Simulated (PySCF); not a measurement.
## Deuteron quadrupole couplings in `C=C1CC/C1=C/C`

Species: C7H10.
Structure used (PBE0-D3(BJ)/def2-SVP), in Å, numbered top down from 1:
```xyz
17
C7H10 angstrom
C     -0.221    2.381    0.102
C     -0.726    1.147   -0.008
C     -2.153    0.627   -0.059
C     -1.589   -0.793   -0.332
C     -0.188   -0.219   -0.191
C      1.025   -0.787   -0.196
C      2.327   -0.089    0.004
H     -0.885    3.243    0.211
H      0.853    2.577    0.077
H     -2.773    1.054   -0.862
H     -2.701    0.724    0.891
H     -1.857   -1.558    0.413
H     -1.820   -1.188   -1.333
H      1.067   -1.871   -0.360
H      2.968   -0.644    0.709
H      2.195    0.929    0.393
H      2.893   -0.019   -0.942
```

Level: PBE0/pcSseg-1 (PySCF, non-relativistic); Q(2H) = 0.00286 b; rigid geometry, the same for H and D, with no vibrational averaging.

Question: Rank these positions by the coupling χzz of a deuteron there, largest first.
A. H9 (vinylic hydrogen)
B. H14 (vinylic hydrogen)
C. H13 (methylene hydrogen)

Answer: A (209 kHz), B (200 kHz), C (196 kHz).

What are Vzz, η and χzz (234.96 MHz × Q × Vzz) at all hydrogens?

```tsv
atom	bonded to	bond length (Å)	Vzz (au)	η	χzz (kHz)
H8	C1	1.094	0.3076	0.06	207
H9	C1	1.092	0.3117	0.06	209
H10	C3	1.101	0.2921	0.01	196
H11	C3	1.101	0.2917	0.01	196
H12	C4	1.101	0.2918	0.01	196
H13	C4	1.101	0.2913	0.01	196
H14	C6	1.097	0.2977	0.07	200
H15	C7	1.102	0.2898	0.03	195
H16	C7	1.098	0.2967	0.03	199
H17	C7	1.104	0.2872	0.02	193
```

How does χzz go with the bond length over the 10 C–H bonds?

A straight-line fit has a slope of -13.4 kHz for each 0.01 Å, with a correlation coefficient of -0.99, over lengths from 1.092 to 1.104 Å. The longer bonds have the smaller couplings here.

Isolated species at its PBE0-D3(BJ)/def2-SVP geometry, gas phase. With so small a basis the couplings can be 20 % off.
